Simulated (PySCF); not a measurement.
Cartesian coordinates in Å; atom numbers follow the order of the lines, from 1:
```xyz
21

C     2.874   -0.246    1.254
C     1.527   -0.061    1.510
C     0.638    0.060    0.444
C    -0.816    0.225    0.671
C    -1.543    1.222   -0.262
C    -2.465    0.269   -1.052
Si   -1.907   -1.225   -0.003
C     1.182   -0.026   -0.838
C     2.545   -0.208   -0.982
N     3.384   -0.317    0.036
H     3.586   -0.338    2.064
H     1.169   -0.008    2.528
H    -0.984    0.459    1.723
H    -0.853    1.774   -0.900
H    -2.114    1.948    0.316
H    -2.207    0.217   -2.108
H    -3.516    0.544   -0.996
H    -1.179   -2.290   -0.688
H    -2.875   -1.752    0.957
H     0.550    0.044   -1.710
H     2.995   -0.276   -1.964
```

PySCF 2.14.0 with density-fitted response routines calculation with geometry: GFN2-xTB and σ from GIAO-PBE0/pcSseg-1; in vacuum, one computed conformer, non-relativistic, fast rotation and ring inversion assumed for equivalent nuclei.

Referencing at the same level of theory: $^{13}$C, $^{1}$H, $^{29}$Si against TMS; $^{15}$N vs NH3.

| atoms | nucleus | count | δ (ppm) |
| --- | --- | --- | --- |
| H17 | $^{1}$H | 1 | 1.67 |
| C2/C8 | $^{13}$C | 2 | ? |
| H13 | $^{1}$H | 1 | 3.07 |
| C4 | $^{13}$C | 1 | 36.2 |
| Si7 | $^{29}$Si | 1 | -17.6 |
| C1/C9 | $^{13}$C | 2 | 156.0 |
| H11/H21 | $^{1}$H | 2 | ? |
| C3 | $^{13}$C | 1 | 163.2 |
| H15 | $^{1}$H | 1 | ? |
| N10 | $^{15}$N | 1 | 348.7 |
| H16 | $^{1}$H | 1 | ? |
| H19 | $^{1}$H | 1 | ? |
| H12/H20 | $^{1}$H | 2 | 7.20 |
| C6 | $^{13}$C | 1 | 7.4 |
| H14 | $^{1}$H | 1 | 2.47 |
| C5 | $^{13}$C | 1 | 30.9 |
| H18 | $^{1}$H | 1 | 4.53 |

Q: Complete the table.

A: 
- C2/C8: 125.0 ppm, aromatic CH
- H11/H21: 8.82 ppm, hydrogen on an aromatic CH next to a ring nitrogen; ring current plus the neighbouring ring nitrogen
- H19: 5.17 ppm, hydrogen on a silicon bonded to 2 C, in a 4-membered ring
- H15: 2.98 ppm, hydrogen on an sp3 CH2 in a ring
- H16: 1.82 ppm, hydrogen on an sp3 CH2 bonded to Si

Shifts are as computed. Against solution values, carbons near 30 ppm lie about +3 ppm off and those near 130 ppm about +5 ppm. Of 1211 compounds with measured shifts, 218 miss one by over three times the rms of a fit or turn the order of signals round; such compounds aren't used in these exercises. Experimental scales use liquid or dissolved standards, which lie at an offset from isolated NH3 (liquid NH3: subtract about 20 ppm). Unscaled 15N shifts of sp2 nitrogen come out 20 to 40 ppm too high even then.
